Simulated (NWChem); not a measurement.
System: CH2FNO2Si; SMILES N#CO[Si@@H](O)F

NWChem input:

```
start job
memory heap 200 mb stack 900 mb global 1100 mb
geometry units angstroms noautosym nocenter noautoz
  N     -0.254875     2.924550    -0.101403
  C      0.153675     1.846719     0.069478
  O      0.650159     0.669453     0.281140
  Si     0.008591    -0.777998    -0.335912
  O      0.981487    -1.967285     0.194724
  F     -1.476820    -0.871113     0.242734
  H      0.001404    -0.762923    -1.798544
  H      1.171874    -2.049717     1.140132
end
basis spherical
  * library def2-svp
end
dft
  xc m05-2x
  iterations 150
end
cosmo
  do_cosmo_smd true
  solvent ether
end
task dft energy
```

Coordinates come from a B3LYP/6-31G* (spherical d) optimisation. Solvent: diethyl ether.

Level: M05-2X/def2-SVP with SMD (1 M gas to 1 M solution), gas-phase geometry. Reactions with the solvent are ignored.

Task: What results follow from this input? (M05-2X/def2-SVP, SMD on the gas-phase geometry.) Quantities: solvation free energy (kcal/mol); cavity-dispersion-structure term (kcal/mol); dipole in solution (D).

Result: 
```json
{
 "solvation free energy (kcal/mol)": "-5.5",
 "cavity-dispersion-structure term (kcal/mol)": "0.8",
 "dipole in solution (D)": "4.86"
}
```
